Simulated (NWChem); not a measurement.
System: AuPH4; SMILES [PH3]->[AuH]

NWChem input:

```
start job
memory heap 200 mb stack 900 mb global 1100 mb
geometry units angstroms
  Au    -0.297177    -0.115253     0.108987
  H     -1.583626    -0.613979     0.581409
  P      1.711084     0.663580    -0.627583
  H      2.897082     0.018421    -0.343798
  H      2.185727     1.911840    -0.281219
  H      1.992319     0.813616    -1.969850
end
basis spherical
  * library def2-svp
end
ecp
  Au library def2-ecp
end
dft
  xc pbe0
  iterations 150
end
driver
  maxiter 120
end
task dft optimize
dft
  grid fine
  convergence energy 1d-8 density 1d-7
end
task dft freq numerical
```

Excerpt of the output:

```
             Northwest Computational Chemistry Package (NWChem) 7.3.0
             --------------------------------------------------------

 C3  symmetry detected

                             Geometry "geometry" -> ""
                             -------------------------

 Output coordinates in angstroms (scale by  1.889725989 to convert to a.u.)

  No.       Tag          Charge          X              Y              Z
 ---- ---------------- ---------- -------------- -------------- --------------
    1 Au                  79.0000     0.00000000     0.00000000    -0.42570329
    2 H                    1.0000     0.00000000    -0.00000000    -1.88407939
    3 P                   15.0000     0.00000000    -0.00000000     1.85074755
    4 H                    1.0000     1.14144951    -0.24916933     2.58447546
    5 H                    1.0000    -0.78651173    -0.86393961     2.58447546
    6 H                    1.0000    -0.35493778     1.11310894     2.58447546

 Effective nuclear repulsion energy (a.u.)     363.4819362598

      Symmetry information
      --------------------

 Group name             C3
 Group number              5
 Group order               3
 No. of unique centers     4

                                Z-matrix (autoz)
                                --------

 Units are Angstrom for bonds and degrees for angles

      Type          Name      I     J     K     L     M      Value
      ----------- --------  ----- ----- ----- ----- ----- ----------
    1 Stretch                  1     2                       1.45838
    2 Stretch                  1     3                       2.27645
    3 Stretch                  3     4                       1.37962
    4 Stretch                  3     5                       1.37962
    5 Stretch                  3     6                       1.37962
    6 Bend                     1     3     4               122.12943
    7 Bend                     1     3     5               122.12943
    8 Bend                     1     3     6               122.12943
    9 Bend                     2     3     4               122.12943
   10 Bend                     2     3     5               122.12943
   11 Bend                     2     3     6               122.12943
   12 Bend                     4     3     5                94.34313
   13 Bend                     4     3     6                94.34313
   14 Bend                     5     3     6                94.34313
   15 Torsion                  2     1     4     3         180.00000
   16 Torsion                  2     1     5     3         180.00000
   17 Torsion                  2     1     6     3         180.00000

[...]

      ----------------------
      Optimization converged
      ----------------------

  Step       Energy      Delta E   Gmax     Grms     Xrms     Xmax
  ---- ---------------- -------- -------- -------- -------- --------
@    7    -479.24778896 -3.8D-07  0.00005  0.00002  0.00067  0.00145
                                     ok       ok       ok       ok

                                Z-matrix (autoz)
                                --------

 Units are Angstrom for bonds and degrees for angles

[...]

 Rotational Constants
 --------------------
 A=   3.634379 cm-1  (  5.228944 K)
 B=   0.095312 cm-1  (  0.137129 K)
 C=   0.095312 cm-1  (  0.137129 K)

 Temperature                      =   298.15K
 frequency scaling parameter      =   1.0000

 Zero-Point correction to Energy  =   21.295 kcal/mol  (  0.033936 au)
 Thermal correction to Energy     =   24.103 kcal/mol  (  0.038410 au)
 Thermal correction to Enthalpy   =   24.695 kcal/mol  (  0.039354 au)

 Total Entropy                    =   68.703 cal/mol-K
   - Translational                =   42.207 cal/mol-K (mol. weight = 231.9717)
   - Rotational                   =   21.214 cal/mol-K (symmetry #  =        3)
   - Vibrational                  =    5.283 cal/mol-K

 Cv (constant volume heat capacity) =   13.919 cal/mol-K
   - Translational                  =    2.979 cal/mol-K
   - Rotational                     =    2.979 cal/mol-K
   - Vibrational                    =    7.960 cal/mol-K

[normal modes left out]

 ----------------------------------------------------------------------------
 Normal Eigenvalue ||           Projected Infra Red Intensities
  Mode   [cm**-1]  || [atomic units] [(debye/angs)**2] [(KM/mol)] [arbitrary]
 ------ ---------- || -------------- ----------------- ---------- -----------
    1       -0.000 ||    0.005659           0.131         5.517       2.977
    2       -0.000 ||    0.000979           0.023         0.954       0.515
    3       -0.000 ||    0.000904           0.021         0.882       0.476
    4        0.000 ||    0.000001           0.000         0.001       0.000
    5        0.000 ||    0.005608           0.129         5.467       2.950
    6        0.000 ||    0.000116           0.003         0.113       0.061
    7      266.395 ||    0.000884           0.020         0.862       0.465
    8      326.567 ||    0.006523           0.151         6.359       3.431
    9      326.567 ||    0.006523           0.151         6.359       3.431
   10      599.392 ||    0.014459           0.334        14.096       7.605
   11      599.392 ||    0.014459           0.334        14.096       7.605
   12     1000.274 ||    0.111393           2.570       108.592      58.591
   13     1119.514 ||    0.005427           0.125         5.290       2.854
   14     1119.514 ||    0.005427           0.125         5.290       2.854
   15     2115.133 ||    0.109537           2.527       106.782      57.614
   16     2464.607 ||    0.037338           0.861        36.399      19.639
   17     2482.945 ||    0.008490           0.196         8.277       4.466
   18     2482.945 ||    0.008490           0.196         8.277       4.466
 ----------------------------------------------------------------------------
```

Level: PBE0/def2-SVP with def2 effective core potentials on Au. def2 effective core potentials on Au; no spin-orbit coupling.
